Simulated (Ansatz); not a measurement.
Molecular dynamics of C2H5B2ClS

Input file:

```yaml
crystal:
  periodic: [false, false, false]
  atoms:
    - { symbol: B, position_ang: [-1.282924, 0.062352, -0.2314] }
    - { symbol: C, position_ang: [0.27613, -0.268617, -0.749965] }
    - { symbol: C, position_ang: [-0.140299, -0.777586, 0.620174] }
    - { symbol: S, position_ang: [0.89213, 0.657981, 1.593727] }
    - { symbol: B, position_ang: [1.044321, 0.937706, -0.293455] }
    - { symbol: Cl, position_ang: [1.862969, 2.292434, -1.040907] }
    - { symbol: H, position_ang: [-2.11579, -0.628909, -0.769198] }
    - { symbol: H, position_ang: [-1.576949, 1.135257, 0.228955] }
    - { symbol: H, position_ang: [0.385003, -0.91059, -1.623581] }
    - { symbol: H, position_ang: [1.072379, -0.800377, 1.222985] }
    - { symbol: H, position_ang: [-0.351571, -1.756453, 1.063363] }
basis:
  gaussian: { orbitals: cc-pVDZ }
hamiltonian:
  xc: b3lyp
  dispersion: d4
md:
  timestep: 0.5
  n_steps: 200
  ensemble: nve
  temperature: 100.0
  initial_velocities: maxwell_boltzmann
  seed: 4744
```

Launched with:

```bash
$ ansatz run input.yaml --threads 2 --pin off --max-ram 3072MiB --backend cpu --events-out ev --progress --plain --runs-dir out
```

It starts at the highest image of a converged band. Of that band: Neighbouring images differ by up to 1.3 eV, so the band resolves the path poorly. A vibrational analysis at the climbing image gives one clearly imaginary mode, 1148i cm⁻¹: a first-order saddle point.

Output, in part (step lines, the closing report, with atoms numbered from 0):

```
md step     0: t =     0.00 fs  T =   100.0 K  F+E_penalty+E_count = -26865.88683342 eV  E_kin = 0.116334 eV  conserved = -26865.77049942 eV  (30 SCF iters)
md step     1: t =     0.50 fs  T =    98.7 K  F+E_penalty+E_count = -26865.88530447 eV  E_kin = 0.114823 eV  conserved = -26865.77048124 eV  (25 SCF iters)
md step     2: t =     1.00 fs  T =    95.0 K  F+E_penalty+E_count = -26865.88093810 eV  E_kin = 0.110509 eV  conserved = -26865.77042917 eV  (26 SCF iters)
md step     3: t =     1.50 fs  T =    89.6 K  F+E_penalty+E_count = -26865.87455098 eV  E_kin = 0.104193 eV  conserved = -26865.77035807 eV  (26 SCF iters)
md step     4: t =     2.00 fs  T =    83.3 K  F+E_penalty+E_count = -26865.86725276 eV  E_kin = 0.096963 eV  conserved = -26865.77029009 eV  (27 SCF iters)
md step     5: t =     2.50 fs  T =    77.2 K  F+E_penalty+E_count = -26865.86010111 eV  E_kin = 0.089855 eV  conserved = -26865.77024634 eV  (27 SCF iters)
md step     6: t =     3.00 fs  T =    71.8 K  F+E_penalty+E_count = -26865.85377966 eV  E_kin = 0.083543 eV  conserved = -26865.77023704 eV  (27 SCF iters)
md step     7: t =     3.50 fs  T =    67.2 K  F+E_penalty+E_count = -26865.84843999 eV  E_kin = 0.078183 eV  conserved = -26865.77025740 eV  (27 SCF iters)
[... lines left out ...]
Total energy: -26867.13189651 eV, -987.3488860007 hartree
Atom 0 at    -1.474115     0.008948    -1.088850 Å, force    -2.662975    -0.377283     0.320115 eV/Å
Atom 1 at    -0.152794    -0.162064    -0.488054 Å, force     2.236140     1.036046    -1.595195 eV/Å
Atom 2 at     0.035776    -0.728017     0.860550 Å, force     1.424047     1.740763     1.712400 eV/Å
Atom 3 at     1.203038     0.644513     1.627588 Å, force     0.049874     0.407954    -1.011003 eV/Å
Atom 4 at     0.860087     1.026224    -0.120024 Å, force     0.558698     0.165678     0.537542 eV/Å
Atom 5 at     1.805084     2.244487    -0.995202 Å, force    -0.427439    -0.073913    -0.360975 eV/Å
Atom 6 at    -1.799704    -0.434807    -2.169198 Å, force     0.043678     0.653209     0.020096 eV/Å
Atom 7 at    -2.246829     0.284077    -0.192298 Å, force    -0.653648     0.351618    -0.630418 eV/Å
Atom 8 at     0.429296    -0.858502    -1.118809 Å, force     0.239261     0.380183    -0.600732 eV/Å
Atom 9 at     0.770225    -1.387487     0.524813 Å, force     0.887799    -2.858552     1.575453 eV/Å
Atom 10 at    -0.553774    -0.686622     1.744145 Å, force    -1.695435    -1.425702     0.032718 eV/Å
Dipole moment:    -0.097299    -0.377059    -0.004967 e Å
```

The steps, from the saved trajectory:

| time (fs) | T (K) | potential energy less start (eV) | conserved less start (meV/atom) |
| --- | --- | --- | --- |
| 0.0 | 100 | 0.000 | 0.00 |
| 3.0 | 72 | 0.033 | 0.02 |
| 6.0 | 46 | 0.063 | 0.02 |
| 9.0 | 44 | 0.066 | 0.03 |
| 12.0 | 97 | 0.004 | 0.04 |
| 15.0 | 284 | -0.214 | 0.06 |
| 18.0 | 755 | -0.761 | 0.07 |
| 21.0 | 1506 | -1.637 | -0.12 |
| 24.0 | 1925 | -2.125 | -0.22 |
| 27.0 | 1744 | -1.914 | -0.17 |
| 30.0 | 1247 | -1.335 | -0.04 |
| 33.0 | 916 | -0.950 | -0.03 |
| 36.0 | 904 | -0.936 | 0.00 |
| 39.0 | 1207 | -1.289 | -0.11 |
| 42.0 | 1456 | -1.578 | -0.07 |
| 45.0 | 1677 | -1.836 | -0.15 |
| 48.0 | 1614 | -1.762 | -0.14 |
| 51.0 | 1341 | -1.445 | -0.05 |
| 54.0 | 1280 | -1.372 | -0.02 |
| 57.0 | 1392 | -1.505 | -0.16 |
| 60.0 | 1312 | -1.410 | -0.06 |
| 63.0 | 1375 | -1.485 | -0.08 |
| 66.0 | 1585 | -1.728 | -0.10 |
| 69.0 | 1705 | -1.869 | -0.17 |
| 72.0 | 1506 | -1.637 | -0.08 |
| 75.0 | 1256 | -1.346 | -0.07 |
| 78.0 | 1094 | -1.158 | -0.08 |
| 81.0 | 989 | -1.034 | -0.05 |
| 84.0 | 941 | -0.979 | -0.03 |
| 87.0 | 1177 | -1.252 | 0.03 |
| 90.0 | 1736 | -1.906 | -0.23 |
| 93.0 | 1744 | -1.914 | -0.19 |
| 96.0 | 1334 | -1.436 | -0.12 |
| 99.0 | 1078 | -1.137 | 0.04 |

The run went to its last step. The conserved energy stayed within 0.26 meV per atom of its start (net change -0.12 meV per atom), so the integration is sound. The kinetic energy rose, since the run started high on the potential surface and went downhill. A run of 0.1 ps of so small a system gives no equilibrium averages. The orbitals stay closed-shell, which can raise the energy where a bond breaks towards radicals; this wasn't checked here.

Between its relaxed ends the band would form B1–C3, S4–H10 and break C3–H10. These pairs go: B1–C3 1.65 → 2.57 Å, S4–H10 1.52 → 2.35 Å, C3–H10 1.35 → 1.04 Å. In the last frame they stand as before the step (other bonds may differ from the relaxed reactants and products). It ends as one piece, C2H5B2ClS. Pairs count as bonded within 1.25 times the sum of covalent radii (0.12 Å more for H–H).

Last frame:

```xyz
11
Properties=species:S:1:pos:R:3
B -1.474 0.009 -1.089
C -0.153 -0.162 -0.488
C 0.036 -0.728 0.861
S 1.203 0.644 1.628
B 0.860 1.026 -0.120
Cl 1.805 2.244 -0.995
H -1.800 -0.435 -2.169
H -2.247 0.284 -0.192
H 0.429 -0.859 -1.119
H 0.770 -1.387 0.525
H -0.554 -0.687 1.744
```

Run time: 11 min on 2 threads of AMD EPYC 7R43 64-Core Processor (Zen 3) (shared host), peak memory 0.32 GiB.
